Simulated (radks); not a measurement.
Values are calculated unless marked as measured or tabulated.
Ionisation of the nitrogen ion N2+, [He] 2s2 2p1, to [He] 2s2 as the strength of local exchange is varied. Code: a radial shooting solver on a logarithmic mesh with Libxc functionals. Model: Dirac Kohn-Sham, Slater X-alpha exchange (alpha = 2/3 is LDA exchange), no correlation, spin-unpolarised, spherical densities, point nucleus; open shells fill j = l - 1/2 first.

| alpha | E(N2+) (hartree) | exchange (hartree) | IE (eV) | -e of the level emptied (eV) | <r> of it (bohr) |
|---|---|---|---|---|---|
| 0.667 | -52.13804 | -4.92283 | 45.598 | 36.078 (2p1/2) | 1.143 |
| 0.725 | -52.56725 | -5.37911 | 46.723 | 37.152 (2p1/2) | 1.130 |
| 0.794 | -53.08079 | -5.92780 | 48.079 | 38.449 (2p1/2) | 1.116 |
| 0.844 | -53.45491 | -6.32939 | 49.074 | 39.404 (2p1/2) | 1.105 |
| 0.87 | -53.65012 | -6.53954 | 49.596 | 39.904 (2p1/2) | 1.100 |
| 1.016 | -54.75470 | -7.73641 | 52.577 | 42.775 (2p1/2) | 1.071 |

NIST Atomic Spectra Database: 47.445 eV (semi-empirical). The Delta-SCF value meets it near alpha = 0.76. Spin polarisation and multiplet splitting are left out, so open shells lie too high by an amount that depends on their filling.

Beside tabulated values, note that spin-unpolarised runs miss the spin-polarisation part of the exchange energy of open shells.
